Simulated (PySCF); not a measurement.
## Two-component Hartree-Fock for Yb³⁺ (ytterbium, charge +3)

Start: [Xe] 4f13; 4f5/2 filled at m_j = -3/2, -1/2, +1/2, +3/2, +5/2; 4f7/2 filled at m_j = -7/2, -5/2, -3/2, -1/2, +1/2, +3/2, +5/2, +7/2. Calculated with PySCF 2.14 in x2c-TZVPPall-2c (11s11p10d4f2g, 140 functions): generalised Hartree-Fock with the X2C-1e Hamiltonian and a Gaussian nucleus; one run each with spin-orbit coupling (SO) screened by Boettger's factors, then bare. This is a chosen level, not necessarily the ground level.

```json
{"spinor shell": "1s1/2", "electrons": "2", "ε, screened SO (eV)": "-61666.3", "ε, bare SO (eV)": "-61665.3", "weight of nominal j (bare SO)": "1.000", "rms radius, bare SO (bohr)": "0.0223"}
{"spinor shell": "2s1/2", "electrons": "2", "ε, screened SO (eV)": "-10607.1", "ε, bare SO (eV)": "-10606.8", "weight of nominal j (bare SO)": "1.000", "rms radius, bare SO (bohr)": "0.0901"}
{"spinor shell": "2p1/2", "electrons": "2", "ε, screened SO (eV)": "-10099.2", "ε, bare SO (eV)": "-10124.9", "weight of nominal j (bare SO)": "1.000", "rms radius, bare SO (bohr)": "0.0766"}
{"spinor shell": "2p3/2", "electrons": "4", "ε, screened SO (eV)": "-9046.9", "ε, bare SO (eV)": "-9038.2", "weight of nominal j (bare SO)": "1.000", "rms radius, bare SO (bohr)": "0.0839"}
{"spinor shell": "3s1/2", "electrons": "2", "ε, screened SO (eV)": "-2474.4", "ε, bare SO (eV)": "-2474.3", "weight of nominal j (bare SO)": "1.000", "rms radius, bare SO (bohr)": "0.231"}
{"spinor shell": "3p1/2", "electrons": "2", "ε, screened SO (eV)": "-2250.1", "ε, bare SO (eV)": "-2255.6", "weight of nominal j (bare SO)": "1.000", "rms radius, bare SO (bohr)": "0.222"}
{"spinor shell": "3p3/2", "electrons": "4", "ε, screened SO (eV)": "-2022.9", "ε, bare SO (eV)": "-2021.0", "weight of nominal j (bare SO)": "1.000", "rms radius, bare SO (bohr)": "0.237"}
{"spinor shell": "3d3/2", "electrons": "4", "ε, screened SO (eV)": "-1645.4", "ε, bare SO (eV)": "-1650.6", "weight of nominal j (bare SO)": "1.000", "rms radius, bare SO (bohr)": "0.210"}
{"spinor shell": "3d5/2", "electrons": "6", "ε, screened SO (eV)": "-1596.8", "ε, bare SO (eV)": "-1593.6", "weight of nominal j (bare SO)": "1.000", "rms radius, bare SO (bohr)": "0.214"}
{"spinor shell": "4s1/2", "electrons": "2", "ε, screened SO (eV)": "-542.77", "ε, bare SO (eV)": "-542.80", "weight of nominal j (bare SO)": "1.000", "rms radius, bare SO (bohr)": "0.519"}
{"spinor shell": "4p1/2", "electrons": "2", "ε, screened SO (eV)": "-450.06", "ε, bare SO (eV)": "-451.41", "weight of nominal j (bare SO)": "1.000", "rms radius, bare SO (bohr)": "0.529"}
{"spinor shell": "4d3/2", "electrons": "4", "ε, screened SO (eV)": "-245.06", "ε, bare SO (eV)": "-246.15", "weight of nominal j (bare SO)": "0.996", "rms radius, bare SO (bohr)": "0.596"}
{"spinor shell": "4d5/2", "electrons": "6", "ε, screened SO (eV)": "-237.11", "ε, bare SO (eV)": "-236.49", "weight of nominal j (bare SO)": "0.997", "rms radius, bare SO (bohr)": "0.610"}
{"spinor shell": "5s1/2", "electrons": "2", "ε, screened SO (eV)": "-97.556", "ε, bare SO (eV)": "-97.567", "weight of nominal j (bare SO)": "1.000", "rms radius, bare SO (bohr)": "1.28"}
{"spinor shell": "5p1/2", "electrons": "2", "ε, screened SO (eV)": "-68.794", "ε, bare SO (eV)": "-68.958", "weight of nominal j (bare SO)": "0.997", "rms radius, bare SO (bohr)": "1.42"}
{"spinor shell": "5p3/2", "electrons": "4", "ε, screened SO (eV)": "-61.899", "ε, bare SO (eV)": "-61.857", "weight of nominal j (bare SO)": "0.998", "rms radius, bare SO (bohr)": "1.53"}
{"spinor shell": "4f5/2", "electrons": "5", "ε, screened SO (eV)": "-49.033", "ε, bare SO (eV)": "-49.672", "weight of nominal j (bare SO)": "0.978", "rms radius, bare SO (bohr)": "0.795"}
{"spinor shell": "4f7/2", "electrons": "8", "ε, screened SO (eV)": "-47.829", "ε, bare SO (eV)": "-47.419", "weight of nominal j (bare SO)": "0.986", "rms radius, bare SO (bohr)": "0.817"}
```

Problem. Where does 4p3/2 lie, and what is the 4p spin-orbit splitting (bare SO)?

Solution. At -398.39 eV, 53.023 eV above 4p1/2.

```csv
quantity,screened SO,bare SO
E (hartree),-14060.89579,-14061.77694
M_J,5/2,5/2
⟨J²⟩,8.775,8.762
⟨L²⟩,12.103,12.114
⟨S²⟩,0.849,0.859
```

Each row is a mean over spinors that exchange with the open shell spreads, by up to 9.278 eV (4d3/2).

Breit and QED terms are absent; they matter most for the inner s and p1/2 levels.

Densities and radii are taken from the X2C orbitals without a picture-change correction, which distorts them close to the nucleus.
